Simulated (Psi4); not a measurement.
A dimer, HBr ··· H4O4Si (SMILES Br and O[Si](O)(O)O), singlet; the first 2 atoms form monomer A.

```
11

Br     0.7124     0.0000     0.0000
H     -0.7124     0.0000     0.0000
O     -4.9162     0.4707     3.1490
Si    -4.2800    -0.7905     2.3250
O     -3.7440    -0.1895     0.9015
O     -5.4602    -1.9177     2.2206
O     -2.9996    -1.5255     3.0287
H     -5.5226     0.2666     3.8653
H     -4.2693     0.5020     0.4912
H     -5.1910    -2.8199     2.0305
H     -2.1398    -1.1123     2.9174
```

Question: What interaction energy does SAPT0/jun-cc-pVDZ, frozen core run with Psi4 1.11 give, and which attractive term is the largest?

Answer: Total -1.57 kcal/mol: electrostatics -1.27, exchange 0.15, induction -0.11, dispersion -0.35. The most attractive term is electrostatics.
